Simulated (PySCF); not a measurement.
**Correlation energy of Pd³⁺ (palladium, charge +3)**

[Kr] 4d7, high-spin 4F determinant. Calculation: PySCF 2.14, in aug-cc-pVTZ-DK (9s8p6d3f2g, 102 functions); scalar relativity by spin-free X2C-1e. Frozen: [Kr]; 7 electrons correlated.

```json
{"level": "CCSD", "correlation energy (mhartree)": "-156.42"}
{"level": "(T)", "correlation energy (mhartree)": "-2.80"}
{"level": "CCSD(T)", "correlation energy (mhartree)": "-159.22"}
```

Diagnostics: T1 = 0.00099, D1 = 0.0019, largest double amplitude 0.018.

Cost of the coupled-cluster step: about 22 core-seconds, for 7 correlated electrons.

Iterations:

```
CC2 = 0
CCSD nocc = (np.int64(5), np.int64(2)), nmo = (84, 84)
frozen orbitals [[0, 1, 2, 3, 4, 5, 6, 7, 8, 9, 10, 11, 12, 13, 14, 15, 16, 17], [0, 1, 2, 3, 4, 5, 6, 7, 8, 9, 10, 11, 12, 13, 14, 15, 16, 17]]
max_cycle = 100
direct = 0
conv_tol = 1e-08
conv_tol_normt = 1e-06
diis_space = 8
diis_start_cycle = 0
Init t2, MP2 energy = -0.152462020710372
Init E_corr(UCCSD) = -0.152462020712168
cycle = 1  E_corr(UCCSD) = -0.155910549840035  dE = -0.00344852913  norm(t1,t2) = 0.0101533
cycle = 2  E_corr(UCCSD) = -0.156275960410541  dE = -0.000365410571  norm(t1,t2) = 0.00363938
cycle = 3  E_corr(UCCSD) = -0.15643018167775  dE = -0.000154221267  norm(t1,t2) = 0.00191645
cycle = 4  E_corr(UCCSD) = -0.156424536051105  dE = 5.64562664e-06  norm(t1,t2) = 0.000559965
cycle = 5  E_corr(UCCSD) = -0.156421868312987  dE = 2.66773812e-06  norm(t1,t2) = 0.000151073
cycle = 6  E_corr(UCCSD) = -0.156423666706991  dE = -1.798394e-06  norm(t1,t2) = 4.64398e-05
cycle = 7  E_corr(UCCSD) = -0.156423365417385  dE = 3.01289605e-07  norm(t1,t2) = 7.25069e-06
cycle = 8  E_corr(UCCSD) = -0.156423368151294  dE = -2.73390899e-09  norm(t1,t2) = 1.36293e-06
cycle = 9  E_corr(UCCSD) = -0.156423377021799  dE = -8.87050497e-09  norm(t1,t2) = 2.39145e-07
UCCSD converged
E(UCCSD) = -5040.728055435237  E_corr = -0.1564233770217992
UCCSD(T) correction = -0.0028033827883667
```
